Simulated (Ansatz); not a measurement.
Reaction (ligand exchange at a Mo–O bond): `C[O][Mo](=[O])(=[S])[Cl]` + H–F → `[O]=[Mo]([F])(=[S])[Cl]` + CH₃OH

Calculated with Ansatz (gas phase, PBE0-D4/def2-TZVP geometries, no zero-point term in ΔE). CCSD(T)/CBS adds triple-zeta CCSD(T) − MP2 to the extrapolated MP2 energy (def2 sets, frozen cores). This one scheme is used for every species. DFT in def2-TZVPP. def2 core potentials past Kr. For Mo outer-core shells are correlated without core-valence functions, which leaves a few kJ/mol of doubt a bond. Each species was taken in one conformer, which may not be the lowest.

CCSD(T)/CBS gives +9.5 kJ/mol.

**Question.** Another level gave +4.2 kJ/mol. Which?
A. LDA (SPW92)/def2-TZVPP
B. CAM-B3LYP-D4/def2-TZVPP
C. revPBE/def2-TZVPP
D. B97M-V/def2-TZVPP

**Answer.** A. LDA (SPW92) 4.2, revPBE -12.1, CAM-B3LYP-D4 -1.5, B97M-V -7.0 kJ/mol.

Largest T1 diagnostic among the species: 0.024, so the coupled-cluster value is less sure than usual.

The D4 term adds +10.5 kJ/mol with B3LYP and +6.1 kJ/mol with PBE0; it sums over pairs of atoms, weighted by their polarisabilities, and B3LYP, whose exchange is more repulsive, gets the larger term. From r2SCAN to r2SCAN0 (25 % exact exchange), in def2-TZVPP and without D4, ΔE moves by +3.1 kJ/mol.

CCSD(T)/CBS has its own doubt, a few kJ/mol and more with outer-core shells, so smaller differences from it don't rank the levels.

B3LYP here is the variant with VWN-RPA as its local correlation; programs differ in this.
